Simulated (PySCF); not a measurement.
First hyperpolarisability: SMILES C=CC(C=C)=CF, C6H7F

Geometry:
```csv
atom,x (Å),y (Å),z (Å)
C1,0.838,-1.611,-0.960
C2,0.912,-0.288,-1.019
C3,0.303,0.632,-0.062
C4,-0.862,0.256,0.741
C5,-1.820,-0.573,0.351
C6,0.845,1.849,0.070
F7,0.372,2.762,0.935
H8,0.300,-2.120,-0.179
H9,1.331,-2.232,-1.689
H10,1.501,0.182,-1.795
H11,-0.941,0.761,1.695
H12,-1.806,-1.055,-0.612
H13,-2.668,-0.783,0.981
H14,1.697,2.219,-0.482
```

Method: PySCF, quadratic response BHandHLYP/def2-SVPD first hyperpolarisability, Taylor convention, gas phase. Geometry: GFN2-xTB.

(1) What is the first hyperpolarisability, and how does it disperse?

(2) Which lowest excitations, dipole and polarisabilities go with it?

Answers

(1) In au, Taylor convention; the vector part is βᵢ = ⅓ Σⱼ (βᵢⱼⱼ + βⱼᵢⱼ + βⱼⱼᵢ); β∥ is 3/5 of the vector part along the dipole, the dipole points from − to +:
```tsv
process	λ (nm)	β vector norm	β∥	β HRS	depolarisation ratio
static β(0;0,0)	∞	204.9	-119.6	80.6	6.07
second harmonic β(−2ω;ω,ω)	1907	214.2	-124.9	84.5	5.98
Pockels β(−ω;ω,0)	1907	207.9	-121.3	–	–
second harmonic β(−2ω;ω,ω)	1064	238.0	-138.4	94.6	5.74
Pockels β(−ω;ω,0)	1064	214.9	-125.3	–	–
```

(2) S1 5.53 eV (f = 0.331); S2 5.73 eV (f = 0.219); S3 6.42 eV (f = 0.003); dipole 1.43 D; isotropic α 75.6 au static, 75.9 au at 1907 nm, 76.7 au at 1064 nm, 76.9 au at 953.5 nm, 80.4 au at 532 nm.
